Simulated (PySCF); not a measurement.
## Run times: cobalt in x2c-QZVPPall-2c

Measured wall times of calculations with PySCF 2.14 in x2c-QZVPPall-2c, with two-component X2C-1e, run from one Python driver. Hardware: 1 thread of Neoverse-N1 on a shared host, 1.3 GiB allowed. The two-electron integrals over 109 functions were computed once and kept in memory (5.5 CPU seconds with the set-up); the times below exclude them.

Launch command (the driver calls PySCF for each step listed in the task file):

```bash
OMP_NUM_THREADS=1 python sorun2.py TASK.json OUT
```

```tsv
species	step	iterations	wall time (s)
Co³⁺ [Ar] 3d6	GHF, spin-free	8	8
Co³⁺ [Ar] 3d6	GMP2 (14 electrons), spin-free		4.9
Co³⁺ [Ar] 3d6	GHF, screened spin-orbit	14	28
Co³⁺ [Ar] 3d6	GMP2 (14 electrons), screened spin-orbit		3.1
Co⁴⁺ [Ar] 3d5	GHF, spin-free	7	7.2
Co⁴⁺ [Ar] 3d5	GMP2 (13 electrons), spin-free		2.8
Co⁴⁺ [Ar] 3d5	GMP2 (13 electrons), screened spin-orbit		2.7
```

**Question.** Roughly how long does GHF, screened spin-orbit take for Co⁴⁺ [Ar] 3d5 here?

**Answer.** About 31 s.

Peak memory of the process: 0.46 GiB. Times on a shared host vary from run to run.
